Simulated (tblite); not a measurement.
Record of a relaxation.

Compound: C4H14B2O2Si.
Bonds: B1–O2, O2–B3, B3–C4, B3–O5, O5–Si6, Si6–C7, C7–C8, C7–C9. Hydrogens: H10, H11 on B1; H12, H13, H14 on C4; H15, H16 on Si6; H17 on C7; H18, H19, H20 on C8; H21, H22, H23 on C9.

Computed with GFN2-xTB (tblite), gas phase: L-BFGS steps from a force-field or distance-geometry start until the largest atomic force falls under 0.01 eV/Å. 7 of its 110 geometries are shown.

Step 0: E = -765.3484 eV, largest atomic force 4.001 eV/Å
```
atom  x, y, z in Å  |  force x, y, z in eV/Å
B1      3.603    0.459   -1.185   -2.199  -0.172   1.451
O2      2.126    0.403   -1.102    2.400  -2.512   1.984
B3      1.808   -0.567   -0.028   -2.367   0.867  -1.777
C4      2.956   -0.928    0.973   -0.101  -0.156   0.748
O5      0.410   -1.021    0.146    2.067   2.932  -0.321
Si6    -0.530    0.413    0.242    2.335  -0.982  -0.198
C7     -2.347    0.122    0.163   -0.468  -0.557   0.442
C8     -2.964    1.385   -0.402   -0.218   0.579   0.253
C9     -2.649   -1.089   -0.691   -0.706  -0.978   0.211
H10     4.109    1.254   -0.459   -0.087   0.325  -0.906
H11     4.228   -0.521   -1.408   -0.261   0.400  -0.728
H12     3.529    0.003    1.164   -0.370  -0.755   0.219
H13     3.653   -1.618    0.479   -0.205   0.036   0.481
H14     2.572   -1.358    1.936    0.608   0.321  -0.931
H15    -0.140    1.082    1.489   -0.039   0.060   0.066
H16    -0.159    1.248   -0.901   -0.062   0.016   0.033
H17    -2.733   -0.085    1.178    0.034   0.168  -0.392
H18    -2.184    2.148   -0.592   -0.716  -0.279   0.041
H19    -3.453    1.135   -1.357   -0.090   0.478   0.588
H20    -3.646    1.780    0.368   -0.044   0.104  -0.806
H21    -1.915   -1.857   -0.422   -0.236  -0.030  -0.467
H22    -3.653   -1.512   -0.463    0.480   0.314  -0.210
H23    -2.626   -0.851   -1.757    0.246  -0.179   0.219
```

Step 18: E = -767.5746 eV, largest atomic force 0.556 eV/Å
```
atom  x, y, z in Å  |  force x, y, z in eV/Å
B1      3.720    0.478   -1.385    0.029   0.100  -0.180
O2      2.667   -0.083   -0.850    0.090  -0.036   0.136
B3      1.966   -0.637    0.134    0.085  -0.045   0.103
C4      2.904   -1.233    1.312   -0.038   0.074  -0.118
O5      0.611   -0.587    0.149    0.032  -0.022   0.068
Si6    -0.460    0.630    0.158    0.037   0.169   0.003
C7     -2.308    0.127    0.092    0.122   0.026   0.069
C8     -3.122    1.353   -0.361   -0.036  -0.092   0.028
C9     -2.671   -1.113   -0.724    0.089   0.088   0.060
H10     3.959    1.614   -1.179   -0.084   0.125   0.171
H11     4.462   -0.096   -2.098   -0.172  -0.235  -0.110
H12     3.467   -0.352    1.650   -0.016  -0.381   0.142
H13     3.624   -1.915    0.843   -0.146   0.148   0.301
H14     2.458   -1.729    2.184    0.008   0.261  -0.491
H15    -0.237    1.356    1.421   -0.042  -0.026   0.036
H16    -0.160    1.594   -0.909    0.012  -0.085  -0.143
H17    -2.601   -0.101    1.123    0.027   0.028   0.006
H18    -2.489    2.219   -0.540   -0.069   0.004   0.069
H19    -3.648    1.137   -1.287   -0.004   0.002  -0.012
H20    -3.861    1.624    0.389   -0.027   0.045  -0.023
H21    -2.034   -1.936   -0.412   -0.052  -0.110  -0.108
H22    -3.714   -1.387   -0.552    0.077  -0.010  -0.024
H23    -2.539   -0.938   -1.790    0.081  -0.028   0.020
```

Step 36: E = -767.8554 eV, largest atomic force 0.292 eV/Å
```
atom  x, y, z in Å  |  force x, y, z in eV/Å
B1      3.614    0.558   -1.612   -0.014   0.090   0.169
O2      2.844   -0.049   -0.755   -0.198  -0.050   0.209
B3      2.100   -0.510    0.240   -0.070  -0.029   0.105
C4      2.747   -1.332    1.459    0.034   0.054  -0.238
O5      0.759   -0.306    0.288    0.179  -0.090  -0.195
Si6    -0.387    0.808    0.080    0.139  -0.077   0.020
C7     -2.166    0.119    0.125   -0.032   0.114   0.032
C8     -3.107    1.259   -0.272   -0.149   0.200  -0.086
C9     -2.487   -1.095   -0.740    0.073   0.001   0.065
H10     4.002    1.654   -1.359   -0.029  -0.138  -0.090
H11     3.933    0.001   -2.599   -0.007   0.018  -0.057
H12     3.311   -0.668    2.110    0.092  -0.046  -0.071
H13     3.413   -2.110    1.092    0.026   0.047   0.149
H14     1.970   -1.783    2.061   -0.042  -0.130   0.048
H15    -0.231    1.625    1.295   -0.061   0.200  -0.156
H16    -0.148    1.506   -1.189   -0.049   0.098   0.044
H17    -2.391   -0.139    1.163    0.013  -0.119   0.041
H18    -2.603    2.214   -0.332    0.138   0.214   0.114
H19    -3.528    1.076   -1.252   -0.066  -0.050  -0.170
H20    -3.928    1.370    0.423   -0.163  -0.050   0.130
H21    -1.917   -1.954   -0.402    0.059  -0.112  -0.101
H22    -3.551   -1.332   -0.673    0.077  -0.037   0.019
H23    -2.253   -0.885   -1.782    0.051  -0.109   0.019
```

Step 54: E = -768.0164 eV, largest atomic force 0.242 eV/Å
```
atom  x, y, z in Å  |  force x, y, z in eV/Å
B1      3.394    0.553   -1.623   -0.020  -0.023   0.223
O2      2.894    0.002   -0.550   -0.037  -0.044  -0.079
B3      2.073   -0.496    0.360   -0.157  -0.021  -0.003
C4      2.577   -1.492    1.518   -0.015   0.195  -0.139
O5      0.775   -0.097    0.353    0.031   0.020  -0.014
Si6    -0.324    0.996   -0.114    0.116  -0.024   0.211
C7     -2.039    0.186    0.123    0.029   0.034   0.062
C8     -3.129    1.213   -0.171   -0.110   0.131   0.047
C9     -2.204   -1.071   -0.729    0.049  -0.062  -0.047
H10     4.047    1.529   -1.479   -0.035  -0.036  -0.160
H11     3.208    0.048   -2.676    0.107   0.053   0.017
H12     3.114   -0.897    2.256   -0.003  -0.074   0.031
H13     3.262   -2.266    1.173   -0.120   0.099  -0.029
H14     1.735   -1.958    2.020    0.052  -0.054   0.000
H15    -0.152    2.126    0.811   -0.033   0.004   0.002
H16    -0.181    1.507   -1.485    0.075  -0.128  -0.015
H17    -2.151   -0.108    1.170    0.047  -0.022   0.077
H18    -2.829    2.203    0.179   -0.090  -0.128  -0.049
H19    -3.310    1.271   -1.241    0.010   0.067  -0.023
H20    -4.071    0.959    0.321    0.105  -0.054  -0.116
H21    -1.545   -1.851   -0.358    0.068  -0.082   0.014
H22    -3.221   -1.463   -0.728   -0.037   0.129   0.137
H23    -1.928   -0.867   -1.759   -0.032   0.020  -0.146
```

Step 73: E = -768.1047 eV, largest atomic force 0.086 eV/Å
```
atom  x, y, z in Å  |  force x, y, z in eV/Å
B1      3.357    0.509   -1.602   -0.035   0.034   0.013
O2      2.776    0.007   -0.551    0.042  -0.014  -0.061
B3      2.005   -0.460    0.415    0.047   0.041  -0.003
C4      2.566   -1.505    1.486   -0.015   0.007  -0.012
O5      0.730   -0.020    0.511    0.002  -0.003   0.009
Si6    -0.302    1.061   -0.111   -0.016   0.018   0.083
C7     -2.007    0.243    0.134   -0.014  -0.006  -0.011
C8     -3.160    1.189   -0.185   -0.007   0.020  -0.024
C9     -2.150   -1.034   -0.696   -0.009  -0.019  -0.011
H10     3.962    1.520   -1.503    0.009  -0.042  -0.003
H11     3.281   -0.056   -2.637    0.025   0.004   0.009
H12     3.129   -0.980    2.256   -0.009  -0.036  -0.001
H13     3.237   -2.229    1.032    0.007   0.012   0.010
H14     1.761   -2.042    1.976    0.008  -0.006   0.025
H15    -0.146    2.284    0.688   -0.031  -0.012  -0.004
H16    -0.014    1.363   -1.518   -0.046  -0.011  -0.034
H17    -2.100   -0.034    1.192    0.000  -0.022  -0.020
H18    -3.072    2.112    0.381   -0.009   0.006  -0.001
H19    -3.178    1.439   -1.244    0.060   0.010   0.019
H20    -4.112    0.720    0.061   -0.015   0.034   0.007
H21    -1.410   -1.776   -0.401    0.020   0.026  -0.001
H22    -3.141   -1.467   -0.564   -0.006  -0.024   0.021
H23    -2.017   -0.816   -1.754   -0.006  -0.017  -0.008
```

Step 91: E = -768.1163 eV, largest atomic force 0.022 eV/Å
```
atom  x, y, z in Å  |  force x, y, z in eV/Å
B1      3.380    0.499   -1.608    0.002  -0.006   0.000
O2      2.764   -0.011   -0.582    0.009   0.005  -0.007
B3      2.013   -0.445    0.415    0.003  -0.009  -0.016
C4      2.584   -1.496    1.477    0.005   0.002   0.004
O5      0.744    0.007    0.535   -0.001  -0.006  -0.002
Si6    -0.327    1.051   -0.081   -0.014   0.006   0.016
C7     -2.032    0.228    0.146   -0.007  -0.002  -0.001
C8     -3.150    1.206   -0.200   -0.002   0.005   0.003
C9     -2.170   -1.048   -0.687    0.003  -0.001   0.004
H10     3.982    1.508   -1.483    0.013  -0.008   0.000
H11     3.353   -0.066   -2.645   -0.005   0.009   0.004
H12     3.152   -0.982    2.249   -0.006   0.002   0.008
H13     3.256   -2.211    1.009   -0.002  -0.002   0.000
H14     1.787   -2.044    1.970    0.004   0.010  -0.005
H15    -0.205    2.281    0.710    0.004  -0.010  -0.005
H16    -0.082    1.339   -1.501    0.006   0.008   0.003
H17    -2.152   -0.053    1.199    0.004   0.004  -0.002
H18    -3.065    2.111    0.398   -0.009   0.009   0.007
H19    -3.098    1.491   -1.248    0.003  -0.004  -0.004
H20    -4.128    0.764   -0.015    0.003  -0.010  -0.010
H21    -1.389   -1.760   -0.426   -0.007  -0.003   0.000
H22    -3.137   -1.520   -0.513    0.009   0.004  -0.006
H23    -2.087   -0.823   -1.748   -0.015  -0.004   0.009
```

Step 109: E = -768.1177 eV, largest atomic force 0.010 eV/Å
```
atom  x, y, z in Å  |  force x, y, z in eV/Å
B1      3.401    0.496   -1.611    0.004  -0.009   0.000
O2      2.773   -0.009   -0.590   -0.002   0.000  -0.002
B3      2.017   -0.448    0.401    0.001   0.005   0.001
C4      2.588   -1.491    1.472    0.003   0.002  -0.001
O5      0.746   -0.001    0.520   -0.004  -0.009   0.002
Si6    -0.332    1.048   -0.074    0.000   0.005  -0.001
C7     -2.039    0.227    0.149    0.000  -0.001   0.001
C8     -3.154    1.207   -0.206   -0.001  -0.001   0.003
C9     -2.182   -1.051   -0.679    0.000  -0.002   0.001
H10     4.033    1.484   -1.474    0.001   0.002  -0.001
H11     3.354   -0.054   -2.655    0.003   0.000   0.002
H12     3.148   -0.965    2.243   -0.002  -0.003   0.003
H13     3.267   -2.207    1.016   -0.001   0.000  -0.001
H14     1.791   -2.037    1.966    0.001   0.002  -0.005
H15    -0.205    2.267    0.733   -0.003   0.003   0.003
H16    -0.089    1.357   -1.490   -0.003   0.005  -0.005
H17    -2.164   -0.048    1.202    0.002   0.002   0.002
H18    -3.090    2.102    0.407    0.001   0.002  -0.002
H19    -3.079    1.506   -1.249   -0.002   0.004   0.001
H20    -4.133    0.755   -0.052   -0.001  -0.002   0.000
H21    -1.396   -1.760   -0.428    0.001  -0.001   0.001
H22    -3.145   -1.525   -0.491    0.000  -0.001  -0.003
H23    -2.116   -0.827   -1.742    0.002  -0.002   0.002
```

Task: Summarise the path.

Result: The energy falls by 63.86 kcal/mol from step 0 to step 109; nine tenths of that is first reached at step 36. It falls at every step. The largest force goes from 4.001 to 0.010 eV/Å. Among the bonds B1–O2 changes most, from 1.480 to 1.300 Å; the atoms move by 0.910 Å rms after alignment.

The cost below is that of the whole relaxation. On Arm Neoverse V2, one thread, on a shared host, this took 0.92 s.
